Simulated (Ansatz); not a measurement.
# CH2I (SMILES [CH2]I): where methods fail along a bond

The species is CH2I (4 atoms), meant as a doublet with charge 0. As SMILES, `[CH2]I`. Geometry: relaxed at PBE0-D4/def2-TZVP.

```xyz
4

C    -0.0709   -0.1690   -0.1840
I     0.6151    1.0765    1.2629
H    -0.7694    0.2209   -0.9074
H     0.2806   -1.1887   -0.1918
```

The C1–H3 distance is scanned; the parts on either side stay rigid. Basis STO-3G, 19 core orbitals frozen in the correlated methods; program Ansatz 0.2.0. FCI is exact within this basis and core. Energies in eV from each method's value at 1.079 Å; open shells run as named. The shape above is that at 1.079 Å.

```json
{"distance (Å)": "1.079", "U-revPBE": "0.00", "U-r2SCAN0": "0.00", "U-wB97X": "0.00", "RPA@PBE": "0.00", "UMP2": "0.00", "UCCSD": "0.00", "FCI": "0.00"}
{"distance (Å)": "1.348", "U-revPBE": "0.82", "U-r2SCAN0": "1.00", "U-wB97X": "0.96", "RPA@PBE": "0.76", "UMP2": "0.95", "UCCSD": "0.80", "FCI": "0.80"}
{"distance (Å)": "1.618", "U-revPBE": "2.41", "U-r2SCAN0": "2.81", "U-wB97X": "2.78", "RPA@PBE": "2.36", "UMP2": "2.92", "UCCSD": "2.38", "FCI": "2.35"}
{"distance (Å)": "2.157", "U-revPBE": "4.98", "U-r2SCAN0": "5.08", "U-wB97X": "5.39", "RPA@PBE": "5.01", "UMP2": "4.68", "UCCSD": "4.54", "FCI": "4.47"}
{"distance (Å)": "2.696", "U-revPBE": "5.62", "U-r2SCAN0": "5.58", "U-wB97X": "5.84", "RPA@PBE": "5.33", "UMP2": "4.91", "UCCSD": "5.04", "FCI": "5.00"}
```

Departure from the FCI curve at its largest: U-revPBE +0.62 eV at 2.70 Å; U-r2SCAN0 +0.61 eV at 2.16 Å; U-wB97X +0.91 eV at 2.16 Å; RPA@PBE +0.53 eV at 2.16 Å; UMP2 +0.57 eV at 1.62 Å; UCCSD +0.07 eV at 2.16 Å. For the functionals part of the departure is owed to the small basis.
